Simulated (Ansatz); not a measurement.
The cluster Ge6Sb⁻, relaxed as a singlet with RKS PBE-D4/def2-SVPD in Ansatz, starting from the GFN2-xTB geometry. Force threshold 0.02 eV/Å.

In the def2 sets Sb takes a core potential; there is no spin–orbit coupling. The structure comes from a short search, and lower isomers may exist.

Start:

```xyz
7

Sb    0.9959   -0.4873    1.1825
Ge    0.8946    1.9867    0.2093
Ge    1.6221   -0.4606   -1.4012
Ge   -0.7641   -1.3589   -0.6904
Ge   -0.1915    1.1378   -1.8248
Ge   -1.1817   -1.5502    1.8447
Ge   -1.3753    0.7326    0.6799
```

```
step   energy (eV)  largest force component (eV/Å)  SCF passes
   1  -345559.7268                           2.097          22
   2  -345560.2983                           0.478          29
   3  -345560.3649                           0.331          29
   4  -345560.3980                           0.499          38
   5  -345560.4832                           0.361          30
   6  -345560.5620                           0.198          28
   7  -345560.6103                           0.155          28
   8  -345560.6878                           0.258          27
   9  -345560.8463                           0.523          28
  10  -345561.0852                           0.753          28
  11  -345561.3858                           0.938          26
  12  -345561.6303                           0.575          27
  13  -345561.6406                           0.607          27
  14  -345561.6913                           0.240          23
  15  -345561.6965                           0.150          22
  16  -345561.6982                           0.099          22
  17  -345561.6989                           0.003          23
```

Force components are those of the run's own axes.

End:

```xyz
7

Sb    1.060   -0.593    1.379
Ge    1.082    1.936   -0.020
Ge    1.704   -0.181   -1.408
Ge   -0.041   -2.042   -0.867
Ge   -1.015    0.568   -1.321
Ge   -1.742   -1.073    0.856
Ge   -1.048    1.385    1.380
```

Bonds lost: Ge4–Ge7 (atoms count from 1). Bonds formed: Ge5–Ge6 (atoms count from 1). The end is the same structure that another start reached, the lowest one found.

No frequencies were taken in this run, so the end may be a saddle point.

Hardware: 4 threads of Arm Neoverse V1 on a shared host. Wall time 2 min, peak host memory 0.75 GiB.
